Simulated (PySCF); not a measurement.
## InO and its ions

r²SCAN; In def2-SVPD with ECP28, O def2-SVPD; scalar-relativistic core potentials (PySCF 2.14). Neutral (UKS): doublet (π ↑), Re = 2.121 Å, ωe = 490 cm⁻¹, De = 3.64 eV, HOMO -5.92 eV, LUMO -4.41 eV.

InO⁺ (UKS): triplet (π ↑↑), Re = 2.891 Å, ωe = 137 cm⁻¹, De = 0.25 eV to In⁺ + O. The energies at the minima are -265.28097 hartree for InO and -264.94699 for InO⁺.

(1) Work out the adiabatic ionisation energy, without and with harmonic zero-point energies (1 hartree = 27.2114 eV, 1 eV = 8065.5 cm⁻¹), and the change of the bond length.

InO⁻ (UKS): singlet (closed shell), Re = 1.947 Å, ωe = 664 cm⁻¹, De = 4.28 eV to In + O⁻. The energies at the minima are -265.28097 hartree for InO and -265.36169 for InO⁻.

(2) Work out the adiabatic electron affinity, without and with harmonic zero-point energies (1 hartree = 27.2114 eV, 1 eV = 8065.5 cm⁻¹), and the change of the bond length.

Weak bonds: InO⁺. Basis-set superposition, not corrected here, can be much of De in a small basis, most of all at correlated wavefunction levels. These are scalar-relativistic numbers at best; spin–orbit coupling would shift them, the dissociation energy most. For an ion De counts to the pair picked by the measured ionisation energies or electron affinities, which need not be the lowest pair at this level. The highest Kohn–Sham level is positive in this anion. Much of that is self-interaction error, but it also means that the finite basis helps to hold the extra electron. States were picked by a PBE0 search and need not be the measured ground states.

## Answers

(1) At r²SCAN: 0.33398 hartree = 9.088 eV between the minima; the zero-point term (137.0 − 490.0)/2 cm⁻¹ = -0.022 eV makes it 9.066 eV. Re changes by +77.0 pm against the neutral. The electron leaves a π orbital, and the ion is left as a loose complex of an ion and an atom.

(2) At r²SCAN: 0.08072 hartree = 2.197 eV between the minima; the zero-point term (490.0 − 664.0)/2 cm⁻¹ = -0.011 eV makes it 2.186 eV. Re changes by -17.4 pm against the neutral. The electron enters a π orbital; the charge polarises the partner, so the anion is bound more strongly.
